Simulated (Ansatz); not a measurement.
Harmonic vibrations of CH₅AlClGa, SMILES `[CH3][Al]([Cl])[GaH2]` by finite differences.

```yaml
crystal:
  periodic: [false, false, false]
  atoms:
    - {symbol: C, position_ang: [0.085045, 1.276104, -1.282425]}
    - {symbol: Al, position_ang: [0.558303, 0.096722, 0.191749]}
    - {symbol: Cl, position_ang: [2.521012, 0.329725, 0.963173]}
    - {symbol: Ga, position_ang: [-0.772264, -1.688175, 1.357327]}
    - {symbol: H, position_ang: [-0.941260, 1.137288, -1.630507]}
    - {symbol: H, position_ang: [0.207280, 2.322716, -0.985239]}
    - {symbol: H, position_ang: [0.757539, 1.107957, -2.130232]}
    - {symbol: H, position_ang: [-0.761389, -3.193951, 0.884923]}
    - {symbol: H, position_ang: [-1.654265, -1.388396, 2.631231]}
basis:
  gaussian: {orbitals: def2-TZVP}
hamiltonian: {xc: pbe0, dispersion: d4}
phonons: {temperatures: {t_min: 298.15, t_max: 900, t_step: 200}}
```

```sh
$ ansatz run in.yaml --threads 2 --pin off --events-out ev --progress --plain --max-ram 32768MiB --backend cuda --devices 0, --max-vram 18GiB
```

Output, abridged:

```
Functional definition: PBE0
mean field -72603.39571970 eV, -2668.1255803499 hartree, gradient 3.4e-5 eV, S^2 0.000000; 0 other end points of the search recorded, 0 dependent functions left out
mean field -72603.39556756 eV, -2668.1255747589 hartree, gradient 8.6e-7 eV, S^2 0.000000; 0 other end points of the search recorded, 0 dependent functions left out
mean field -72603.39557416 eV, -2668.1255750014 hartree, gradient 1.1e-6 eV, S^2 0.000000; 0 other end points of the search recorded, 0 dependent functions left out
mean field -72603.39561312 eV, -2668.1255764332 hartree, gradient 2.7e-6 eV, S^2 0.000000; 0 other end points of the search recorded, 0 dependent functions left out
mean field -72603.39557053 eV, -2668.1255748681 hartree, gradient 2.7e-6 eV, S^2 0.000000; 0 other end points of the search recorded, 0 dependent functions left out
mean field -72603.39556289 eV, -2668.1255745872 hartree, gradient 3.0e-6 eV, S^2 0.000000; 0 other end points of the search recorded, 0 dependent functions left out
mean field -72603.39563659 eV, -2668.1255772955 hartree, gradient 2.8e-6 eV, S^2 0.000000; 0 other end points of the search recorded, 0 dependent functions left out
mean field -72603.39566885 eV, -2668.1255784811 hartree, gradient 2.1e-6 eV, S^2 0.000000; 0 other end points of the search recorded, 0 dependent functions left out
mean field -72603.39566478 eV, -2668.1255783314 hartree, gradient 2.3e-6 eV, S^2 0.000000; 0 other end points of the search recorded, 0 dependent functions left out
mean field -72603.39568313 eV, -2668.1255790057 hartree, gradient 1.4e-6 eV, S^2 0.000000; 0 other end points of the search recorded, 0 dependent functions left out
mean field -72603.39567916 eV, -2668.1255788602 hartree, gradient 1.2e-6 eV, S^2 0.000000; 0 other end points of the search recorded, 0 dependent functions left out
mean field -72603.39567313 eV, -2668.1255786385 hartree, gradient 1.5e-6 eV, S^2 0.000000; 0 other end points of the search recorded, 0 dependent functions left out
mean field -72603.39567834 eV, -2668.1255788299 hartree, gradient 2.5e-6 eV, S^2 0.000000; 0 other end points of the search recorded, 0 dependent functions left out
mean field -72603.39573156 eV, -2668.1255807855 hartree, gradient 2.0e-6 eV, S^2 0.000000; 0 other end points of the search recorded, 0 dependent functions left out
mean field -72603.39562932 eV, -2668.1255770286 hartree, gradient 2.2e-6 eV, S^2 0.000000; 0 other end points of the search recorded, 0 dependent functions left out
mean field -72603.39572414 eV, -2668.1255805129 hartree, gradient 1.4e-6 eV, S^2 0.000000; 0 other end points of the search recorded, 0 dependent functions left out
mean field -72603.39571065 eV, -2668.1255800173 hartree, gradient 1.3e-6 eV, S^2 0.000000; 0 other end points of the search recorded, 0 dependent functions left out
mean field -72603.39573139 eV, -2668.1255807794 hartree, gradient 1.6e-6 eV, S^2 0.000000; 0 other end points of the search recorded, 0 dependent functions left out
mean field -72603.39569287 eV, -2668.1255793640 hartree, gradient 1.6e-6 eV, S^2 0.000000; 0 other end points of the search recorded, 0 dependent functions left out
mean field -72603.39566542 eV, -2668.1255783550 hartree, gradient 1.0e-6 eV, S^2 0.000000; 0 other end points of the search recorded, 0 dependent functions left out
mean field -72603.39571672 eV, -2668.1255802405 hartree, gradient 2.3e-6 eV, S^2 0.000000; 0 other end points of the search recorded, 0 dependent functions left out
mean field -72603.39563523 eV, -2668.1255772456 hartree, gradient 1.4e-6 eV, S^2 0.000000; 0 other end points of the search recorded, 0 dependent functions left out
mean field -72603.39569736 eV, -2668.1255795289 hartree, gradient 1.3e-6 eV, S^2 0.000000; 0 other end points of the search recorded, 0 dependent functions left out
mean field -72603.39569848 eV, -2668.1255795699 hartree, gradient 1.1e-6 eV, S^2 0.000000; 0 other end points of the search recorded, 0 dependent functions left out
mean field -72603.39565699 eV, -2668.1255780452 hartree, gradient 1.2e-6 eV, S^2 0.000000; 0 other end points of the search recorded, 0 dependent functions left out
mean field -72603.39562819 eV, -2668.1255769869 hartree, gradient 1.4e-6 eV, S^2 0.000000; 0 other end points of the search recorded, 0 dependent functions left out
mean field -72603.39562436 eV, -2668.1255768462 hartree, gradient 1.8e-6 eV, S^2 0.000000; 0 other end points of the search recorded, 0 dependent functions left out
mean field -72603.39571434 eV, -2668.1255801528 hartree, gradient 1.0e-6 eV, S^2 0.000000; 0 other end points of the search recorded, 0 dependent functions left out
mean field -72603.39569869 eV, -2668.1255795777 hartree, gradient 1.0e-6 eV, S^2 0.000000; 0 other end points of the search recorded, 0 dependent functions left out
mean field -72603.39569662 eV, -2668.1255795015 hartree, gradient 9.9e-7 eV, S^2 0.000000; 0 other end points of the search recorded, 0 dependent functions left out
mean field -72603.39570163 eV, -2668.1255796857 hartree, gradient 9.7e-7 eV, S^2 0.000000; 0 other end points of the search recorded, 0 dependent functions left out
mean field -72603.39570014 eV, -2668.1255796312 hartree, gradient 8.3e-7 eV, S^2 0.000000; 0 other end points of the search recorded, 0 dependent functions left out
mean field -72603.39571234 eV, -2668.1255800795 hartree, gradient 8.6e-7 eV, S^2 0.000000; 0 other end points of the search recorded, 0 dependent functions left out
mean field -72603.39562690 eV, -2668.1255769396 hartree, gradient 2.0e-6 eV, S^2 0.000000; 0 other end points of the search recorded, 0 dependent functions left out
mean field -72603.39562354 eV, -2668.1255768161 hartree, gradient 1.5e-6 eV, S^2 0.000000; 0 other end points of the search recorded, 0 dependent functions left out
mean field -72603.39569406 eV, -2668.1255794077 hartree, gradient 9.0e-7 eV, S^2 0.000000; 0 other end points of the search recorded, 0 dependent functions left out
mean field -72603.39571150 eV, -2668.1255800486 hartree, gradient 1.0e-6 eV, S^2 0.000000; 0 other end points of the search recorded, 0 dependent functions left out
mean field -72603.39566554 eV, -2668.1255783596 hartree, gradient 1.2e-6 eV, S^2 0.000000; 0 other end points of the search recorded, 0 dependent functions left out
mean field -72603.39568164 eV, -2668.1255789513 hartree, gradient 1.1e-6 eV, S^2 0.000000; 0 other end points of the search recorded, 0 dependent functions left out
mean field -72603.39571425 eV, -2668.1255801494 hartree, gradient 9.5e-7 eV, S^2 0.000000; 0 other end points of the search recorded, 0 dependent functions left out
mean field -72603.39569894 eV, -2668.1255795869 hartree, gradient 8.6e-7 eV, S^2 0.000000; 0 other end points of the search recorded, 0 dependent functions left out
mean field -72603.39565505 eV, -2668.1255779739 hartree, gradient 1.3e-6 eV, S^2 0.000000; 0 other end points of the search recorded, 0 dependent functions left out
mean field -72603.39565351 eV, -2668.1255779174 hartree, gradient 1.3e-6 eV, S^2 0.000000; 0 other end points of the search recorded, 0 dependent functions left out
mean field -72603.39571370 eV, -2668.1255801292 hartree, gradient 1.3e-6 eV, S^2 0.000000; 0 other end points of the search recorded, 0 dependent functions left out
mean field -72603.39572083 eV, -2668.1255803914 hartree, gradient 1.9e-6 eV, S^2 0.000000; 0 other end points of the search recorded, 0 dependent functions left out
mean field -72603.39566815 eV, -2668.1255784553 hartree, gradient 1.7e-6 eV, S^2 0.000000; 0 other end points of the search recorded, 0 dependent functions left out
mean field -72603.39569343 eV, -2668.1255793846 hartree, gradient 1.7e-6 eV, S^2 0.000000; 0 other end points of the search recorded, 0 dependent functions left out
mean field -72603.39571420 eV, -2668.1255801477 hartree, gradient 1.1e-6 eV, S^2 0.000000; 0 other end points of the search recorded, 0 dependent functions left out
mean field -72603.39571198 eV, -2668.1255800662 hartree, gradient 2.7e-6 eV, S^2 0.000000; 0 other end points of the search recorded, 0 dependent functions left out
mean field -72603.39569692 eV, -2668.1255795128 hartree, gradient 1.9e-6 eV, S^2 0.000000; 0 other end points of the search recorded, 0 dependent functions left out
mean field -72603.39571363 eV, -2668.1255801267 hartree, gradient 1.3e-6 eV, S^2 0.000000; 0 other end points of the search recorded, 0 dependent functions left out
mean field -72603.39571089 eV, -2668.1255800260 hartree, gradient 1.7e-6 eV, S^2 0.000000; 0 other end points of the search recorded, 0 dependent functions left out
mean field -72603.39571792 eV, -2668.1255802845 hartree, gradient 1.4e-6 eV, S^2 0.000000; 0 other end points of the search recorded, 0 dependent functions left out
mean field -72603.39570025 eV, -2668.1255796349 hartree, gradient 1.8e-6 eV, S^2 0.000000; 0 other end points of the search recorded, 0 dependent functions left out
mean field -72603.39568262 eV, -2668.1255789872 hartree, gradient 1.5e-6 eV, S^2 0.000000; 0 other end points of the search recorded, 0 dependent functions left out
Total energy: -72603.56096560 eV, -2668.1316530245 hartree
Atom 0 at     0.085045     1.276104    -1.282425 Å, force     0.002279    -0.000641    -0.003087 eV/Å
Atom 1 at     0.558303     0.096722     0.191749 Å, force    -0.000710    -0.000457    -0.000598 eV/Å
Atom 2 at     2.521012     0.329725     0.963173 Å, force     0.000718     0.000125     0.000187 eV/Å
Atom 3 at    -0.772264    -1.688175     1.357327 Å, force    -0.000203     0.000734    -0.000202 eV/Å
Atom 4 at    -0.941260     1.137288    -1.630507 Å, force     0.001095     0.000705     0.001588 eV/Å
Atom 5 at     0.207280     2.322716    -0.985239 Å, force    -0.001084    -0.001058    -0.001027 eV/Å
Atom 6 at     0.757539     1.107957    -2.130232 Å, force    -0.001863     0.001349     0.002731 eV/Å
Atom 7 at    -0.761389    -3.193951     0.884923 Å, force     0.000175    -0.000829    -0.000025 eV/Å
Atom 8 at    -1.654265    -1.388396     2.631231 Å, force    -0.000406     0.000073     0.000434 eV/Å
Dipole moment:    -0.298370     0.087862    -0.245181 e Å
Vibrations: 42.60 75.29 105.59 136.09 143.69 274.77 344.39 493.51 525.52 614.40 662.44 689.04 760.44 1213.61 1432.99 1436.94 1926.27 1931.24 3035.42 3113.37 3132.11 cm⁻¹, zero-point energy 1.369388 eV
```

It took 46 s on 2 threads of an AMD EPYC 7R13 on a shared host and a share of an NVIDIA H100 80 GB, with 0.87 GiB of host memory at the peak.
